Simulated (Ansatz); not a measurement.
Spectroscopic constants of AuO, multiplicity 2 (lowest of 2S+1 = 2, 4 at CCSD(T)/def2-TZVPP on PBE0 minima; our sources give no spin for the ground state, which may be another). No spin–orbit coupling.

The constants come from a fifth-degree fit in 1/R (seven points, main isotopes). Runs in def2 and cc sets follow the lowest solution found near the PBE0 minimum.

The values were computed with Ansatz (Gaussian orbitals). Values without a source in brackets are computed. In def2 rows elements past Kr take small-core potentials, without spin–orbit coupling.

### Question
What bond length and harmonic frequency does r2SCAN/def2-TZVPP give?

### Answer
r_e = 1.863 Å, ω_e = 622 cm⁻¹.

### Question
What bond length and harmonic frequency does BHLYP/def2-TZVPP give?

### Answer
r_e = 1.928 Å, ω_e = 546 cm⁻¹.

### Question
What bond length and harmonic frequency does CAM-B3LYP/def2-TZVPP give?

### Answer
r_e = 1.894 Å, ω_e = 572 cm⁻¹.

Ansatz is a program for electronic structure.
